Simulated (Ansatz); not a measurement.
Job for Ansatz (a program for electronic structure): R-CCSD(T)/aug-cc-pV(T+d)Z on H4OSi (SMILES O[SiH3]). Files ending in .json are basis or fitting sets from the Basis Set Exchange.

Ansatz 0.2 input:
```yaml
crystal:
  periodic: [false, false, false]
  atoms:
    - {symbol: O, position_ang: [-0.07272679, 0.98857355, 3.25506609]}
    - {symbol: Si, position_ang: [-0.35517674, -0.49383851, 3.94881624]}
    - {symbol: H, position_ang: [0.48558772, 1.61252798, 3.72556410]}
    - {symbol: H, position_ang: [0.88076177, -1.30826472, 4.01000016]}
    - {symbol: H, position_ang: [-1.35900528, -1.14918282, 3.09114514]}
    - {symbol: H, position_ang: [-0.88076630, -0.33319887, 5.32663548]}
basis:
  gaussian:
    orbitals: aug-cc-pV_T+d_Z.json
magnetization: {spin_polarized: false}
correlation: {method: ccsd_t, electrons: outside_noble_gas}
scf: {lower_state_search: off}
```

The log:

```
WARN ansatz: RAYON_NUM_THREADS=1 ignored (pool sized by the plan → 1); use --threads N
Functional definition: HF
these checks for a lower state are left out or cut short: stability, starts, cluster_reference, orbital_swaps, neighbouring_geometries, increment
integrals: 0.75 GiB planned
1100 factors; integrals over basis functions are off by at most 1.2e-3 eV
mean field: 0.44 GiB planned
mean field evaluation 1: about -9962.6917 eV, gradient 3.6e1 eV
mean field evaluation 2: about -9962.6920 eV, gradient 3.6e1 eV
mean field evaluation 4: about -9965.1455 eV, gradient 2.4e0 eV
mean field evaluation 8: about -9965.1704 eV, gradient 8.1e-2 eV
mean field -9965.17039594 eV, -366.2132574157 hartree, gradient 1.9e-6 eV, S^2 0.000000; 0 other end points of the search recorded, 0 dependent functions left out
6 core orbitals not correlated
reference -9965.17039594 eV, -366.2132574157 hartree; 7, 7 occupied and 180, 180 virtual orbitals, 1100 factors
second order -10.48633768 eV of doubles, -0.00000000 eV of singles
coupled cluster: 2.04 GiB planned
cycle   1  -10.77580270 eV  change   -2.9e-1 eV  update   7.1e-2
cycle   2  -11.06201313 eV  change   -2.9e-1 eV  update   2.2e-2
cycle   3  -11.12609215 eV  change   -6.4e-2 eV  update   1.0e-2
cycle   4  -11.11830505 eV  change    7.8e-3 eV  update   2.1e-3
cycle   5  -11.11820405 eV  change    1.0e-4 eV  update   9.0e-4
cycle   6  -11.11848412 eV  change   -2.8e-4 eV  update   2.4e-4
cycle   7  -11.11837544 eV  change    1.1e-4 eV  update   9.2e-5
cycle   8  -11.11834962 eV  change    2.6e-5 eV  update   2.9e-5
cycle   9  -11.11835763 eV  change   -8.0e-6 eV  update   1.2e-5
perturbative correction -0.35952897 eV, -0.0132124460 hartree
Total energy: -9976.64828254 eV, -366.6350619684 hartree
Checks for a lower state left out: stability, starts, cluster_reference, orbital_swaps, neighbouring_geometries, increment
```

The run converged.

Cost: very roughly 50 core-seconds.
